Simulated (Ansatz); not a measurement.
Basis-set extrapolation for `C=[N][AlH][CH2]C` (PBE0-D4/def2-TZVP geometry, frozen core, the Gaussian-basis code of Ansatz). Multiplicity 1, RHF reference.

```
                      def2-TZVPP   def2-QZVPP
                 HF  -414.702533  -414.717854
    MP2 correlation    -0.790795    -0.842809
CCSD(T) correlation    -0.873595      not run
```

Energies in hartree. Use E(X) = E(∞) + A·exp(−7.88·√X) for Hartree–Fock and E(X) = E(∞) + B·X^(−2.97) for correlation, with X = 3 and 4, and add CCSD(T) minus MP2 of the smaller set to the MP2 limit.

What is the CCSD(T) energy at the basis-set limit?

HF limit: -414.717854 + (-0.015321) × 0.13774 = -414.71996. MP2 limit: -0.842809 + (-0.052014) × 0.74074 = -0.88134. Higher-order term: -0.873595 − (-0.790795) = -0.08280. Total: -415.68410 hartree, 283.5 kJ/mol below CCSD(T)/def2-TZVPP.
